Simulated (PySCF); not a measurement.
## Computed spin Hamiltonian

Compound: C5H9OSi (doublet state).
Cartesian coordinates in Å at the GFN2-xTB level; atoms count from 1:
```
atom  x, y, z in Å
Si1    2.6324   -0.2698    0.4025
O2     1.2565    0.4005   -0.1156
C3    -0.0075   -0.1520   -0.3804
C4    -0.5964   -0.9123    0.7656
C5    -1.8089   -0.3728    1.1297
C6    -2.1267    0.7078    0.3387
C7    -1.0374    0.9687   -0.6439
H8     2.5247   -0.7886    1.7699
H9     3.5032    0.8904    0.3031
H10    3.0487   -1.3787   -0.4645
H11    0.0987   -0.8086   -1.2603
H12   -0.0914   -1.7416    1.2221
H13   -2.4258   -0.7504    1.9272
H14   -3.0128    1.3108    0.4034
H15   -0.5631    1.9385   -0.4681
H16   -1.4019    0.9670   -1.6735
```

The hyperfine couplings belong to this conformer and change with its torsions.

The species is `[SiH3]O[C@H]1[CH]C=CC1` [radical].

Level of theory: UKS B3LYP, pcH-1 on C H O Si, non-relativistic, mean-field spin-orbit, GIAO in PySCF 2.14.0. Isolated species at its GFN2-xTB geometry (one conformer only). A GFN2-xTB geometry isn't a minimum of the functional, and hyperfine couplings can be far from their values at a DFT geometry. Stability of the SCF solution: not tested. ⟨S²⟩ is 0.774 where a pure state has 0.75.

```json
{"g1, g2, g3": "2.00214, 2.00275, 2.00284", "g_iso": "2.00258", "Form of g": "close to axial: the two nearest values differ by 14 % of g3 − g1", "⟨S²⟩": "0.7742 (exact 0.7500)", "α and β electrons": "31, 30", "Total energy": "-560.65397 Eh"}
```

Isotropic coupling and dipolar principal values T1 to T3, in G; ρ(0) is the spin density at the nucleus (MHz turned into gauss with g_iso; 10 G = 1 mT):

```csv
atom,isotope,a_iso,of which spin–orbit,T1,T2,T3,Mulliken spin population,ρ(0) (bohr⁻³)
Si1,29Si,0.1,0.0,-0.3,0.1,0.2,0.01,-0.0004
O2,17O,-9.5,0.0,-2.6,1.2,1.3,0.02,0.0439
C3,13C,-6.0,0.0,-0.6,-0.1,0.7,-0.04,-0.0150
C4,13C,19.7,0.0,-18.2,-17.5,35.7,0.64,0.0490
C5,13C,-16.2,0.0,-9.7,4.3,5.4,-0.25,-0.0403
C6,13C,19.8,0.0,-18.5,-17.9,36.4,0.65,0.0495
C7,13C,-6.1,0.0,-0.3,0.1,0.3,-0.05,-0.0152
H8,1H,0.0,0.0,-0.6,-0.5,1.0,0.00,0.0000
H9,1H,0.0,0.0,-0.3,-0.2,0.5,0.00,0.0000
H10,1H,-0.1,0.0,-0.3,-0.3,0.6,0.00,-0.0001
H11,1H,19.3,0.0,-1.1,-0.8,1.9,0.02,0.0121
H12,1H,-14.8,0.0,-8.9,-0.1,9.0,-0.03,-0.0093
H13,1H,3.8,0.0,-1.7,-0.2,1.9,0.01,0.0024
H14,1H,-15.1,0.0,-9.0,-0.1,9.1,-0.03,-0.0095
H15,1H,21.6,0.0,-1.3,-0.7,2.0,0.02,0.0136
H16,1H,19.7,0.0,-1.4,-0.7,2.1,0.02,0.0124
```

Largest spin populations (Mulliken): C6 (+0.65), C4 (+0.64) and C5 (-0.25). The positive populations add up to 1.39 and the negative ones to -0.39, together 2S = 1. The angles at C6 add up to 360.0°, so it is planar; its axial dipolar tensor and the negative coupling of its proton fit spin in a p orbital normal to that plane.

Axes: g3 points within 3° of the C5–C6 bond.

Under fast tumbling the dipolar parts average out, and these isotropic splittings remain: 1 × 1H (H15, I = 1/2, 2 lines) with 2.16 mT, 1 × 1H (H16, I = 1/2, 2 lines) with 1.97 mT, 1 × 1H (H11, I = 1/2, 2 lines) with 1.93 mT, 1 × 1H (H14, I = 1/2, 2 lines) with 1.51 mT, 1 × 1H (H12, I = 1/2, 2 lines) with 1.48 mT and 1 × 1H (H13, I = 1/2, 2 lines) with 0.38 mT.

The 13C coupling of C6 (55.5 MHz) shows only in satellite lines or after enrichment, since that isotope makes up about 1.07 % of natural carbon.

The 17O coupling of O2 (-26.6 MHz) shows only in satellite lines or after enrichment, since that isotope makes up about 0.038 % of natural oxygen.

The spin density at the nucleus, in bohr⁻³, is negative for C5 (-0.0403), C7 (-0.0152) and C3 (-0.0150), for instance. A restricted open-shell determinant has no negative spin density anywhere; here it arises because α and β orbitals differ (spin polarisation).
